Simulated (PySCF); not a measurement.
Simulated characterisation data

How the numbers were obtained: σ from GIAO-PBE0/pcSseg-1, GFN2-xTB geometry, in PySCF (rapidly exchanging positions averaged, a single conformation, no solvent model, non-relativistic Hamiltonian).

δ = σ(ref) − σ, references computed at the same level: 1H and 13C against TMS. Splittings of carbon signals by F and P are missing where no couplings were computed. Where no couplings were computed, multiplicities follow the n + 1 count of equivalent neighbours, and m marks all less simple cases (inequivalent or close neighbours, rings, F or P nearby). Shifts are as computed. Against solution values, carbons near 30 ppm lie about +3 ppm off and those near 130 ppm about +5 ppm. Of 1211 compounds with measured shifts, 218 miss one by over three times the rms of a fit or turn the order of signals round; such compounds aren't used in these exercises.

Compound 1 (C$_{7}$H$_{6}$N$_{4}$Si). 1H NMR (600 MHz, computed): δ 8.55 (d, 1H), 8.19 (d, 1H), 7.82 (m, 1H), 5.58 (s, 3H). 13C{1H} NMR (computed): δ 152.8 (C), 150.5 (C), 140.2 (CH), 130.7 (CH), 130.5 (CH), 121.9 (C), 108.0 (C). Structure: `C(#N)c1cccc2nn([SiH3])nc12`.

Compound 2 (C$_{6}$H$_{5}$F$_{5}$O$_{2}$). 1H NMR (600 MHz, computed): δ 4.07 (s, 3H), 2.40 (m, 1H), 2.01 (m, 1H). 13C{1H} NMR (computed): δ 167.5 (C), 131.3 (C), 89.4 (C), 65.2 (C), 60.0 (CH3), 29.7 (CH2). Structure: SMILES CO[C@@]1(C(=O)F)C[C@]1(F)C(F)(F)F.
